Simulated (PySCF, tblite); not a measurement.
Isomers of C5H7O2P. Computed values, GFN2-xTB/tblite, gas phase, harmonic and unscaled. Errors from tens to a few hundred cm⁻¹ against measured bands are possible. One conformer each.

Electronic energies: PBE0-D3(BJ)/def2-SVP at its own geometries (PySCF, gas phase).

| SMILES | electronic energy, lowest = 0 (kcal/mol) |
| --- | --- |
| COc1ocpc1C | 3.1 |
| COc1cpc(C)o1 | 0.0 |
| C#C[P@@](C)(=O)C(C)=O | 25.1 |

**Question.** How do GFN2-xTB zero-point energies change the relative energies?

**Answer.** 
```json
{"SMILES": "COc1cpc(C)o1", "ZPE (kcal/mol)": "69.9", "of it from modes above 1550 cm⁻¹": "32.5", "electronic (kcal/mol)": "0.0", "with ZPE, lowest = 0 (kcal/mol)": "0.0", "lowest mode (cm⁻¹)": "82", "rings": "1"}
{"SMILES": "COc1ocpc1C", "ZPE (kcal/mol)": "69.8", "of it from modes above 1550 cm⁻¹": "32.5", "electronic (kcal/mol)": "3.1", "with ZPE, lowest = 0 (kcal/mol)": "3.1", "lowest mode (cm⁻¹)": "26", "rings": "1"}
{"SMILES": "C#C[P@@](C)(=O)C(C)=O", "ZPE (kcal/mol)": "65.9", "of it from modes above 1550 cm⁻¹": "36.3", "electronic (kcal/mol)": "25.1", "with ZPE, lowest = 0 (kcal/mol)": "21.1", "lowest mode (cm⁻¹)": "27", "rings": "0"}
```

The zero-point energies span 4.0 kcal/mol, from `C#C[P@@](C)(=O)C(C)=O` to `COc1cpc(C)o1`. The order is unchanged.

**Question.** And how do the electronic energies of GFN2-xTB itself compare?

**Answer.** `COc1cpc(C)o1` 0.0; `COc1ocpc1C` 1.9; `C#C[P@@](C)(=O)C(C)=O` 20.3 kcal/mol, lowest = 0. Against the energies above, taken from the same isomer `COc1cpc(C)o1`, the largest difference is 4.8 kcal/mol. The two levels were optimised apart and needn't hold the same conformer.

**Question.** What do entropy and thermal enthalpy add at 298.15 K and 1 bar (rigid rotor, harmonic oscillator, one conformer each)?

**Answer.** 
```json
{"SMILES": "COc1cpc(C)o1", "point group": "Cs", "symmetry number": "1", "S (cal/(mol K))": "91.1", "H − H(0) (kcal/mol)": "6.00", "ZPE + H − H(0) − TS (kcal/mol)": "48.7"}
{"SMILES": "COc1ocpc1C", "point group": "C1", "symmetry number": "1", "S (cal/(mol K))": "93.9", "H − H(0) (kcal/mol)": "6.12", "ZPE + H − H(0) − TS (kcal/mol)": "47.9"}
{"SMILES": "C#C[P@@](C)(=O)C(C)=O", "point group": "C1", "symmetry number": "1", "S (cal/(mol K))": "103.0", "H − H(0) (kcal/mol)": "7.41", "ZPE + H − H(0) − TS (kcal/mol)": "42.6"}
```
